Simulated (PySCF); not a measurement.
C$_{4}$H$_{5}$FO$_{2}$ (SMILES C=C(F)C(=O)OC), singlet, geometry from GFN2-xTB. Base run: HF/6-31G (PySCF).

Input for PySCF:
```python
from pyscf import gto, scf, solvent

mol = gto.Mole()
mol.atom = '''
    C    -2.150147   -0.550855   -0.734403
    C    -1.074040   -0.499828    0.035761
    F    -1.027936   -1.139241    1.217554
    C     0.162042    0.252535   -0.322443
    O     0.281420    0.878372   -1.345647
    O     1.097862    0.146329    0.615876
    C     2.316468    0.830112    0.366038
    H    -2.147640   -0.026235   -1.671736
    H    -3.026730   -1.103142   -0.447157
    H     2.942293    0.661779    1.238241
    H     2.793819    0.434918   -0.532996
    H     2.129491    1.896462    0.224112
'''
mol.basis = '6-31g'
mol.charge = 0
mol.spin = 0
mol.verbose = 4
mol.build()

mf = scf.RHF(mol)
mf.kernel()
mf.analyze()
```

Each row names what was changed in the base input (with any setting that the change needs).

```json
[
 {"change": "base", "ΔE vs base (kJ/mol)": "0.00", "dipole (D)": "0.53", "HOMO-LUMO gap (eV)": "13.23"},
 {"change": "model = SS(V)PE; solvent = tetrahydrofuran", "ΔE vs base (kJ/mol)": "-29.4", "dipole (D)": "0.52", "HOMO-LUMO gap (eV)": "13.24"},
 {"change": "model = ddCOSMO; solvent = tetrahydrofuran", "ΔE vs base (kJ/mol)": "-23.64", "dipole (D)": "0.52", "HOMO-LUMO gap (eV)": "13.24"},
 {"change": "model = IEF-PCM; solvent = tetrahydrofuran; r_probe = 0.5", "ΔE vs base (kJ/mol)": "-11.56", "dipole (D)": "0.53", "HOMO-LUMO gap (eV)": "13.24"},
 {"change": "model = IEF-PCM; solvent = tetrahydrofuran; lebedev_order = 11", "ΔE vs base (kJ/mol)": "-29.0", "dipole (D)": "0.52", "HOMO-LUMO gap (eV)": "13.24"},
 {"change": "model = IEF-PCM; solvent = tetrahydrofuran", "ΔE vs base (kJ/mol)": "-29.6", "dipole (D)": "0.52", "HOMO-LUMO gap (eV)": "13.24"},
 {"change": "model = IEF-PCM; solvent = dimethylsulfoxide", "ΔE vs base (kJ/mol)": "-35.6", "dipole (D)": "0.53", "HOMO-LUMO gap (eV)": "13.24"},
 {"change": "model = IEF-PCM; solvent = n-hexane", "ΔE vs base (kJ/mol)": "-13.28", "dipole (D)": "0.52", "HOMO-LUMO gap (eV)": "13.24"},
 {"change": "model = IEF-PCM; solvent = tetrahydrofuran; vdw_scale = 1.4", "ΔE vs base (kJ/mol)": "-16.54", "dipole (D)": "0.53", "HOMO-LUMO gap (eV)": "13.24"},
 {"change": "model = C-PCM; solvent = tetrahydrofuran", "ΔE vs base (kJ/mol)": "-31.4", "dipole (D)": "0.52", "HOMO-LUMO gap (eV)": "13.24"},
 {"change": "model = IEF-PCM; solvent = tetrahydrofuran; lebedev_order = 41", "ΔE vs base (kJ/mol)": "-29.6", "dipole (D)": "0.52", "HOMO-LUMO gap (eV)": "13.24"},
 {"change": "model = IEF-PCM; solvent = water", "ΔE vs base (kJ/mol)": "-36.1", "dipole (D)": "0.53", "HOMO-LUMO gap (eV)": "13.24"}
]
```

The base is the gas phase, so ΔE is the electrostatic part of solvation at a fixed geometry, without cavity and dispersion terms.
